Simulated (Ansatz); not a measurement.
Calculated with Ansatz (gas phase, PBE0-D4/def2-TZVP geometries, no zero-point term in ΔE). CCSD(T)/CBS is the MP2 limit (def2-TZVPP, def2-QZVPP) plus CCSD(T) − MP2 in def2-TZVPP, frozen cores. This one scheme is used for every species. Functionals use def2-TZVPP. B3LYP here is the variant with VWN-RPA as its local correlation; programs differ in this. HSE06 is defined as in plane-wave codes. Each species was taken in one conformer, which may not be the lowest.

Consider the ligand exchange at the Al–O bond: `[NH2][Al]([NH2])[OH]` + H₂S → `[NH2][Al]([NH2])[SH]` + H₂O.

```json
{"level": "r2SCAN-D4", "ΔE (kJ/mol)": "19.5", "difference from CCSD(T)/CBS": "1.0"}
{"level": "B3LYP-D4", "ΔE (kJ/mol)": "23.7", "difference from CCSD(T)/CBS": "5.2"}
{"level": "r2SCANh-D4", "ΔE (kJ/mol)": "18.9", "difference from CCSD(T)/CBS": "0.4"}
{"level": "HSE06-D4", "ΔE (kJ/mol)": "11.8", "difference from CCSD(T)/CBS": "-6.7"}
{"level": "ωB97M-V", "ΔE (kJ/mol)": "21.5", "difference from CCSD(T)/CBS": "3.0"}
{"level": "r2SCAN0", "ΔE (kJ/mol)": "18.9", "difference from CCSD(T)/CBS": "0.4"}
{"level": "HSE06", "ΔE (kJ/mol)": "14.1", "difference from CCSD(T)/CBS": "-4.4"}
{"level": "LC-ωPBE", "ΔE (kJ/mol)": "20.4", "difference from CCSD(T)/CBS": "1.9"}
{"level": "SCS-MP2/def2-TZVPP", "ΔE (kJ/mol)": "24.7", "difference from CCSD(T)/CBS": "6.2"}
{"level": "CCSD/def2-TZVPP", "ΔE (kJ/mol)": "24.0", "difference from CCSD(T)/CBS": "5.5"}
{"level": "CCSD(T)/CBS", "ΔE (kJ/mol)": "18.5", "difference from CCSD(T)/CBS": "0"}
```

Largest T1 diagnostic among the species: 0.010.

The D4 term adds −4.2 kJ/mol with B3LYP and −2.4 kJ/mol with PBE0; it sums over pairs of atoms, weighted by their polarisabilities, and B3LYP, whose exchange is more repulsive, gets the larger term. In def2-TZVPP, CCSD(T) changes the Hartree–Fock value by −7.0 kJ/mol (the triples alone add −2.3 kJ/mol) and MP2 by −8.7 kJ/mol.
